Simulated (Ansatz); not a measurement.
Born–Oppenheimer molecular dynamics of FGeH₇O₂ (11 atoms, charge 0, multiplicity 1). It starts at the highest image of a converged band, a first-order saddle point between two minima.

All numbers below come from RKS B3LYP-D4/def2-SVP in Ansatz.

```yaml
ensemble: NVE (velocity Verlet)
time_step: 0.5 fs
steps_asked: 200
starting_velocities_drawn_for: 300 K
seed: 7383
```

First frame:

```xyz
11
Properties=species:S:1:pos:R:3
Ge -0.761 1.117 -0.502
O 0.876 0.073 -0.552
H -1.917 0.596 -1.370
H -1.021 1.980 0.747
H -0.022 2.136 -1.468
H -0.190 -1.185 1.140
F -1.207 -0.465 0.724
H 1.048 -0.783 0.270
O 0.816 -1.583 1.148
H 1.633 0.574 -0.882
H 0.746 -2.460 0.744
```

Question: What does the run give?

Answer: The run went to its last step.

```
steps done                                               : 200
time covered                                             : 100 fs
mean temperature over the second half                    : 524 K
spread of the potential energy over the second half      : 4.8 meV per atom
mean potential energy of the second half above the start : -23.6 meV per atom
```

The conserved energy stayed within 0.19 meV per atom of its start (net change 0.055 meV per atom), so the integration is sound. The system heated up, since it started high on the potential surface and ran downhill. A run of 0.1 ps of so small a system gives no equilibrium averages. The orbitals stay closed-shell, which can raise the energy where a bond breaks towards radicals; this wasn't checked here.

Question: What happens to the structure?

Answer: The step under study would form Ge1–F7, H6–O9, O2–H8 and break Ge1–O2, H6–F7, H8–O9. These pairs go: Ge1–F7 2.05 → 3.64 Å, H6–O9 1.08 → 1.77 Å, O2–H8 1.20 → 1.99 Å, Ge1–O2 1.94 → 1.79 Å, H6–F7 1.31 → 0.98 Å, H8–O9 1.21 → 0.96 Å. In the last frame they stand as before the step (other bonds may differ from the relaxed reactants and products). It ends as FH + GeH4O + H2O. Pairs count as bonded within 1.25 times the sum of covalent radii (0.12 Å more for H–H). This is one draw of velocities; another would differ in detail.

Question: How do temperature and energy run in time?

Answer: 
```csv
time (fs),T (K),potential energy less start (eV),conserved less start (meV/atom)
0.0,300,0.000,0.00
5.0,111,0.221,0.11
10.0,150,0.175,0.08
15.0,202,0.116,0.10
20.0,207,0.109,0.11
25.0,315,-0.016,0.05
30.0,437,-0.160,0.02
35.0,438,-0.160,0.04
40.0,475,-0.203,0.03
45.0,567,-0.311,0.01
50.0,540,-0.278,0.07
55.0,592,-0.340,0.01
60.0,556,-0.297,0.03
65.0,589,-0.336,0.01
70.0,594,-0.342,0.01
75.0,546,-0.286,0.05
80.0,478,-0.206,0.15
85.0,509,-0.241,0.13
90.0,424,-0.142,0.18
95.0,456,-0.181,0.11
100.0,471,-0.198,0.05
```

Time of the run: 8.8 min on 2 threads of Arm Neoverse V1, with other jobs on the host, peak memory 0.25 GiB.
